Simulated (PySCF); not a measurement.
CCl3, SMILES Cl[C-](Cl)Cl, charge -1. Geometry optimised at r2SCAN-D4/def2-SVPD.

Calculation: r2SCAN-D4/def2-SVPD in PySCF.

Harmonic wavenumbers (cm⁻¹): 206, 206, 279, 451, 451, 559. Rotational constants (GHz): 3.025, 3.025, 1.583; symmetry number 3.

Question: Work out the zero-point energy and the ideal-gas rigid-rotor harmonic-oscillator thermochemistry at 298.15 K and 1 atm.

Answer: ZPE = ½ Σ hcν = ½ × 2153 cm⁻¹ = 3.08 kcal/mol. H − E(el) = 6.86 kcal/mol. Entropy in cal/(mol K): translation 40.22, rotation 25.31, vibration 7.80, total 73.34. G − E(el) = -15.00 kcal/mol. Cp = 17.16 cal/(mol K).
